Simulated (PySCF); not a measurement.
C6H9O2 (doublet state).
Atom-mapped SMILES: `[CH3:1][O:2][CH2:3][C:4]([OH:5])[C:6]1=[CH:7][CH2:8]1` (hydrogens: H9, H10, H11 on C1; H12, H13 on C3; H14 on O5; H15 on C7; H16, H17 on C8)

Structure used (GFN2-xTB), in Å, numbered top down from 1:
```
atom  x, y, z in Å
C1    -2.494    0.389    0.061
O2    -1.968   -0.871   -0.291
C3    -0.623   -0.817   -0.729
C4     0.321   -0.638    0.434
O5    -0.053   -1.254    1.593
C6     1.472    0.070    0.347
C7     2.625    0.572    0.837
C8     2.320    0.886   -0.581
H9    -1.935    0.845    0.887
H10   -2.475    1.072   -0.795
H11   -3.524    0.218    0.367
H12   -0.447   -1.785   -1.217
H13   -0.472   -0.020   -1.469
H14   -0.937   -1.626    1.443
H15    3.311    0.692    1.634
H16    2.871    0.390   -1.376
H17    2.001    1.889   -0.855
```

The hyperfine couplings belong to this conformer and change with its torsions.

Level of theory: UKS B3LYP, pcH-1 on C H O, non-relativistic, mean-field spin-orbit, GIAO in PySCF 2.14.0. Isolated species at its GFN2-xTB geometry (one conformer only). Couplings are sensitive to structure, and on GFN2-xTB geometries they can be far from those on DFT ones. Stability of the SCF solution: not tested. ⟨S²⟩ is 0.773 where a pure state has 0.75.

**Question.** Break the g tensor into its mass correction, gauge correction and orbital-Zeeman/spin–orbit terms.

**Answer.** 
| Δg (ppm) | 1 | 2 | 3 |
| --- | --- | --- | --- |
| relativistic mass correction | -172 | -172 | -172 |
| gauge correction | -2 | 35 | 35 |
| orbital Zeeman/spin–orbit | 23 | 923 | 1667 |
| total | -151 | 786 | 1530 |

So g = 2.00217, 2.00311, 2.00385 and g_iso = 2.00304; the tensor is rhombic: the two nearest values differ by 44 % of g3 − g1. Axes: g2 points within 9° of the C7–C8 bond and g3 points within 9° of the C4–C6 bond.

**Question.** What are the electron Larmor frequencies g μB B/h along the three axes at 1200 mT?

**Answer.** 33.6274, 33.6431, 33.6556 GHz for g1, g2 and g3, a range of 28.2 MHz.

**Question.** At 34.194 GHz, how far is the centre of the isotropic spectrum from where a free electron (g = 2.002319) resonates?

**Answer.** B = hν/(g μB) with μB/h = 13.99624 MHz/mT gives 1220.13 mT for the free electron and 1219.69 mT at g_iso, 0.44 mT lower.

**Question.** What effective moment and Curie constant follow for a powder?

**Answer.** With the mean of g² = 4.0122 and S(S+1) = 0.75: μ_eff = √(⟨g²⟩S(S+1)) = 1.735 μB and χT = 0.12505·⟨g²⟩·S(S+1) = 0.376 cm³ K/mol (cgs; spin-Hamiltonian part alone).

**Question.** In a frozen sample, at which fields do the three g values resonate at 9.5, 34, 94 and 263 GHz (hyperfine left aside), and which band first spreads them over more than twice a line width of 1.0 mT?

**Answer.** 
| band | GHz | B(g3) mT | B(g2) mT | B(g1) mT | spread mT |
| --- | --- | --- | --- | --- | --- |
| X | 9.5 | 338.72 | 338.85 | 339.01 | 0.28 |
| Q | 34.0 | 1212.28 | 1212.73 | 1213.30 | 1.02 |
| W | 94.0 | 3351.59 | 3352.84 | 3354.41 | 2.81 |
| J | 263.0 | 9377.33 | 9380.81 | 9385.20 | 7.87 |

The spread grows in proportion to the frequency. W band is the first where it exceeds 2.0 mT.

Largest spin populations (Mulliken): C7 (+0.66), C4 (+0.49), C6 (-0.21) and O5 (+0.09). The angles at C7 add up to 360.0°, so it is planar; its axial dipolar tensor and the negative coupling of its proton fit spin in a p orbital normal to that plane.

The HOMO–LUMO gaps are 5.67 eV among the α and 4.82 eV among the β orbitals.

The SMILES draws the unpaired electron on C4; the largest computed Mulliken spin population is on C7 (0.66 against 0.49).
